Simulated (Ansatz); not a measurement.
```tsv
atom	x (Å)	y (Å)	z (Å)
C	0.0384	0.0303	-0.0250
C	1.4018	-0.0457	0.0387
C	-0.7525	1.2246	-0.0476
C	-0.6753	-1.1992	0.0652
H	1.9887	-0.8852	-0.0054
H	2.0141	0.8914	-0.0359
H	-1.7288	1.2829	0.0098
H	-0.1768	2.1891	0.0796
H	-1.8535	-1.2413	0.0136
H	-0.1914	-2.1933	-0.0364
```

Basis set: STO-3G (spherical functions). Frozen core: 4 orbitals. Charge 0, multiplicity 3.

Computed with Ansatz (development build ahead of 0.2.0); each method stands on the lowest determinant of its kind that the runs found.

The atomization energy at this shape (free ground-state atoms in the same class of orbitals less the molecule, no zero-point energy) of triplet C4H6:

```csv
method,atomization energy
UHF-MP2,41.26 eV
```

Question: What does UHF give?

Answer: 37.95 eV. Caution: the shape is not the minimum; the unrestricted determinant is spin contaminated.

This basis has no polarisation functions and is too small for such energies, which can lie far from measured ones in either direction.
